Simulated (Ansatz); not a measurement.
Species: C4H4, SMILES `C#CC=C` (charge 0, multiplicity 1), formula C₄H₄.

**Question.** How many basis functions does frozen-core CCSD(T)/def2-TZVPP // B3LYP-D3(BJ)/def2-TZVP (Ansatz, a program for electronic structure) use, how many core orbitals are frozen, and how many electrons are correlated?

**Answer.** 180 basis functions and 4 frozen orbitals, which leaves 20 correlated electrons. Core time is of the order of minutes.
